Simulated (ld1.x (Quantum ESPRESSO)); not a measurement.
Transferability test, PAW potential for osmium (Os)

* Element: osmium (Os)
* Generator: ld1.x (Quantum ESPRESSO) 7.5
* Type: PAW
* Functional: PBEsol
* Relativity: scalar-relativistic
* Frozen core: [Kr] 4d10 4f14 5s2
* Valence charge: 14
* Reference configuration: 5p6 5d6 6s1 6p0 (charge +1)
* Partial waves: 6s (bound): rcut 1.90, rcutus 2.45 bohr; 6s channel at 0.3 Ry: rcut 1.90, rcutus 2.45 bohr; 5p (bound): rcut 1.75, rcutus 2.15 bohr; 6p (bound, empty): rcut 1.75, rcutus 2.15 bohr; 5d (bound): rcut 1.40, rcutus 1.50 bohr; 5d channel at 0.4 Ry: rcut 1.40, rcutus 1.50 bohr; 5f channel at -0.05 Ry: rcut 2.30, rcutus 2.85 bohr; 5f channel at 0.45 Ry: rcut 2.30, rcutus 2.85 bohr
* Local potential: all-electron potential smoothed inside 1.15 bohr (lloc = -1)
* Core correction: Bessel-smoothed model core inside 0.80 bohr
* Augmentation charge: BESSEL, radius 1.40 bohr

Energies are relative to the spin-unpolarised reference configuration 5p6 5d6 6s1 6p0; without spin polarisation the order of configurations can differ from experiment. The frozen-core shift is the all-electron ΔE with the core orbitals held at their reference shape minus the fully relaxed ΔE.

Its overlap operator is not positive definite in a basis up to 400 Ry (lowest eigenvalue p -0.42), so the file is unfit for use: the generalised eigenproblem breaks down once the basis is large enough, and its test numbers describe a broken file.

```
valence configuration  charge  ΔE all-electron (eV)  error AE − PS (meV)  frozen-core shift (meV)
      5p6 5d6 6s2 6p0       0                -9.624                  +11                     -3.2
      5p6 5d6 6s0 6p0      +2                16.940                  +24                     +5.4
      5p6 5d5 6s0 6p0      +3                45.818                 +241                      +20
      5p6 5d7 6s0 6p0      +1                -0.544                 -1.8                     +9.9
      5p6 5d7 6s1 6p0       0                -9.297                  +17                     +4.3
    5p6 5d6 6s1.5 6p0    +0.5                -5.688                 +5.0                     -1.9
      5p6 5d5 6s2 6p0      +1                 1.494                 +5.2                     +0.5
```

A variational frozen-core shift is positive and of second order in the change. This column holds negative values, so the frozen-core run of ld1.x carries numerical noise or an error of first order here, and the column gives no more than the rough size of the effect.

Note: ghost state, extra bound levels that the all-electron valence spectrum of the same l lacks: s at -726.0 eV (p not tested). A true bound ghost makes a file unfit for plane-wave use.
